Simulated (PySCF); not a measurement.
**Mayer bond orders and bond lengths**

Species: C₄H₁₃NP₂Si.
Numbering: `[CH2:1]=[CH:2][CH2:3][N:4]([CH3:5])[SiH:6]([PH2:7])[PH2:8]` (hydrogens: H9, H10 on C1; H11 on C2; H12, H13 on C3; H14, H15, H16 on C5; H17 on Si6; H18, H19 on P7; H20, H21 on P8)

Geometry (GFN2-xTB, Å), atoms numbered from 1 in this order:
```xyz
21
C4H13NP2Si angstrom
C     -2.614    0.055   -0.884
C     -2.158   -1.086   -0.404
C     -0.813   -1.308    0.225
N     -0.063   -0.121    0.551
C     -0.561    0.581    1.709
Si     1.014    0.601   -0.573
P      1.983   -1.107   -1.691
P      2.317    2.008    0.621
H     -2.030    0.959   -0.858
H     -3.592    0.131   -1.326
H     -2.766   -1.980   -0.451
H     -0.949   -1.900    1.141
H     -0.212   -1.913   -0.466
H     -0.528   -0.077    2.583
H      0.063    1.452    1.903
H     -1.593    0.913    1.569
H      0.417    1.457   -1.626
H      2.904   -0.298   -2.328
H      2.884   -1.431   -0.691
H      2.976    1.018    1.329
H      3.313    2.066   -0.335
```

Bond orders from the PBE0/pcSseg-1 density (PySCF). Isolated species at its GFN2-xTB geometry (one conformer only).

Task: How far do the computed orders between heavy atoms stray from the drawn ones?

Result: The largest departure is 0.052, at N4–C5 (drawn single, 0.948).

Task: Give the Mayer order of every bond, beside its length.

Result: 
```tsv
bond	drawn as	length (Å)	Mayer order
C1–C2	double	1.319	1.995
C2–C3	single	1.502	1.022
C3–N4	single	1.441	0.967
N4–C5	single	1.443	0.948
N4–Si6	single	1.716	0.977
Si6–P7	single	2.259	0.970
Si6–P8	single	2.259	0.970
C1–H9	single	1.077	0.939
C1–H10	single	1.077	0.954
C2–H11	single	1.082	0.956
C3–H12	single	1.099	0.937
C3–H13	single	1.098	0.922
C5–H14	single	1.094	0.960
C5–H15	single	1.089	0.955
C5–H16	single	1.093	0.957
Si6–H17	single	1.483	0.867
P7–H18	single	1.382	0.935
P7–H19	single	1.385	0.930
P8–H20	single	1.384	0.928
P8–H21	single	1.381	0.935
```

Bonds between the same two heavy elements. C–C: lowest C2–C3 (1.022, 1.502 Å), highest C1–C2 (1.995, 1.319 Å). C–N: all 2 within 0.02 of one another (0.948 to 0.967). P–Si: all 2 within 0.02 of one another (0.970 to 0.970).

Task: Sum the orders of all bonds at each heavy atom with more than one neighbour and set the sums beside the valence in the SMILES.

Result: C1 3.888 (drawn 4), C2 3.973 (drawn 4), C3 3.848 (drawn 4), N4 2.892 (drawn 3), C5 3.820 (drawn 4), Si6 3.784 (drawn 4), P7 2.835 (drawn 3), P8 2.833 (drawn 3). Orders between atoms that aren't bonded are not in these sums.

For a closed shell the Mayer order of atoms A and B is Σ (PS)μν (PS)νμ over the basis functions μ on A and ν on B, with P the density and S the overlap matrix.

The run behind these numbers computed NMR shieldings as well. The run took 46 s of wall time on an Arm Neoverse V2 with one thread, no GPU, shared host with 96 logical CPUs at a one-minute load of 64, and the process peaked at 1.1 GiB of memory.
